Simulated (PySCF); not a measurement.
# From a computed spectrum to the compound

A species of 4 atoms with charge 1 has these harmonic modes (PBE0, small Gaussian bases with core potentials, PySCF 2.14.0):

```json
{"cm⁻¹": "54", "km/mol": "1.3", "symmetry": "a2''"}
{"cm⁻¹": "54", "km/mol": "2.0", "symmetry": "e'"}
{"cm⁻¹": "54", "km/mol": "2.0", "symmetry": "e'"}
{"cm⁻¹": "207", "km/mol": "0.0", "symmetry": "a1'"}
{"cm⁻¹": "264", "km/mol": "17.9", "symmetry": "e'"}
{"cm⁻¹": "264", "km/mol": "17.9", "symmetry": "e'"}
```

Q: Which species is it, and in which structure?

A: [PbBr3]+ (singlet):
```xyz
4

Pb    0.0000    0.0000    0.0000
Br   -1.2503    0.0000    2.1656
Br   -1.2503    0.0000   -2.1656
Br    2.5006    0.0000    0.0000
```
Ideal gas at 298.15 K and 1 bar: S = 384.6 J/(mol K), Cp = 80.3 J/(mol K), H − H(0 K) = 20.3 kJ/mol (rigid rotor, harmonic modes, spin degeneracy alone; the modes under 60 cm⁻¹ make these uncertain). 
 Other answers can fit too; this one was computed.
